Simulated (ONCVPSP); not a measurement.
## W, ONCV: configuration errors across variants

```json
{
  "Element": "W (Z = 74)",
  "Generator": "ONCVPSP 4.0.1",
  "Type": "optimised norm-conserving Vanderbilt (ONCV)",
  "Functional": "PBEsol",
  "Relativity": "scalar-relativistic",
  "Frozen core": "[Kr] 4d10 4f14",
  "Valence charge": "14",
  "Reference configuration": "5s2 5p6 5d5 6s1",
  "Partial waves": "5s+6s: rc 1.80 bohr, ncon 4, nbas 7, qcut 6 1/bohr, 2 projectors; 5p: rc 1.45 bohr, ncon 3, nbas 8, qcut 8.8 1/bohr, 3 projectors, debl 3.6 Ha; 5d: rc 1.75 bohr, ncon 4, nbas 8, qcut 5.8 1/bohr, 3 projectors, debl 3.7 Ha",
  "Local potential": "polynomial inside 1.40 bohr (lpopt 5, dvloc0 0 Ha)",
  "Core correction": "Teter function fitted to the true core (icmod 2), fcfact 0.55"
}
```

All-electron excitation energies from the reference (eV): (1) 5s2 5p6 5d4 6s2 -1.543; (2) 5s2 5p6 5d4 6s1 7.382; (3) 5s2 5p6 5d4 6s0 23.078; (4) 5s2 5p6 5d4 6s1 6p1 3.003.

2 further variants failed, have other tests or another functional or relativity, and are left out.

A true bound ghost makes a file unfit for plane-wave use even where its test errors are small: the radial tests pick states by their node count and pass the ghost by.

Errors AE − PS in meV (a dash: test not solved or not reliable):

```csv
change,(1),(2),(3),(4),bound ghosts,GHOST(+) flags above zero
base,-0.5,-0.4,-4.2,+1.6,none,s
"local potential polynomial inside 1.10 bohr (lpopt 5, dvloc0 6 Ha)",-0.5,-0.4,-4.2,+1.6,none,s
"core correction Teter function, fcfact 5.5, rcfact 1.65",-8.6,-3.3,-8.4,-4.0,none,s
s: qcut 4.2; p: qcut 6.2; d: qcut 4.1,-1.0,+1.0,-2.7,+2.6,d,"s, d"
p: rc 1.84,-0.7,-0.5,-4.0,+1.3,none,s
"local potential polynomial inside 1.40 bohr (lpopt 5, dvloc0 -2.5 Ha)",-0.5,-0.4,-4.2,+1.6,none,"s, p"
"all radii but the core radius scaled by about 1.18 (s 2.12, p 1.72, d 2.06 bohr); local potential polynomial inside 1.66 bohr (lpopt 5, dvloc0 0 Ha)",-1.6,-0.8,-5.3,+1.5,none,none
s: nproj 3,-0.6,-0.4,-4.3,+1.6,none,s
p: debl 4.75,-0.5,-0.4,-4.2,+1.7,none,s
```

Q: Give the same row for: d: qcut 3.9.

A: -0.8, -1.1, -5.5, +1.2; bound ghosts: none; GHOST(+) flags above zero: s, d.
